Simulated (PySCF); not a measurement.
I, SMILES `[I]` (charge 0, multiplicity 2)

These are PBE-D3(BJ)/def2-TZVP (PySCF) values and carry that method's errors.

The highest occupied spin orbital is -6.70 eV and the dipole moment comes out as 0.000 e·Å. The total energy is -297.6655 Ha. The cost is roughly 1.4 core-seconds.

```xyz
1

I      0.0000     0.0000     0.0000
```
Charge 0, spin multiplicity 2.
